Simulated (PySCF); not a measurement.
Computed with ωB97X-D3(BJ)/def2-TZVP // PBE0-D3(BJ)/def2-SVP (PySCF). All species are isolated molecules in the gas phase. Excitations are Tamm–Dancoff values on a coarser integration grid. The basis has no diffuse functions, so Rydberg states are missing or too high.

Reference species (SMILES): `[SiH3]c1cc2-c(c1)ccccc2` (neutral, multiplicity 1).

```
Quantity               Result
-------------------  --------
HOMO                 -7.75 eV
T1 excitation (TDA)   1.99 eV
LUMO                 -0.54 eV
```

Changed species: `c12-c(ccccc2)c(cc1)[SiH3]`.

### Question
Predict the effect on the HOMO, T1 excitation (TDA) and LUMO.

### Answer
the HOMO falls by 0.04 eV, to -7.79 eV; the T1 excitation (TDA) rises by 0.15 eV, to 2.14 eV; the LUMO goes up by 0.09 eV, to -0.45 eV.
